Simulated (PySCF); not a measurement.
## Ir+ (iridium, charge +1) across methods

[Xe] 4f14 5d8, high-spin 3F determinant (an excited configuration). All numbers are calculated (PySCF 2.14, a scalar-relativistic core potential, in def2-TZVPPD with the def2 core potential (60 electrons)).

| method | E (hartree) | mean ε 5p β (eV) | mean ε 5d α (eV) | mean ε 5d β (eV) | Σ⟨r²⟩ (bohr²) | ⟨S²⟩ |
| --- | --- | --- | --- | --- | --- | --- |
| UHF | -103.15872 | -70.032 | -19.011 | -17.410 | 39.15 | 2.004 |
| PW91 | -103.9812 | -59.178 | -13.954 | -12.909 | 39.98 | 2.001 |
| BP86 | -104.0209 | -59.265 | -13.994 | -12.993 | 39.95 | 2.001 |
| wB97X | -103.9328 | -64.520 | -17.652 | -16.613 | 39.49 | 2.002 |
| PBE | -103.9329 | -59.090 | -13.890 | -12.835 | 39.99 | 2.001 |
| PBE0 | -103.8978 | -62.067 | -15.359 | -14.199 | 39.62 | 2.001 |
| M06-L | -103.9784 | -59.646 | -13.722 | -12.535 | 39.18 | 2.004 |
| r2SCAN | -103.9379 | -60.127 | -14.069 | -12.908 | 39.54 | 2.002 |

(1) Estimate the same row for LDA.

Energies and moments cover only the electrons outside the core potential. Spin-orbit coupling, absent here, splits the open shell strongly.

## Answers

(1) E (hartree) = -103.6985; mean ε 5p β (eV) = -59.204; mean ε 5d α (eV) = -14.095; mean ε 5d β (eV) = -13.002; Σ⟨r²⟩ (bohr²) = 40.25; ⟨S²⟩ = 2.001.
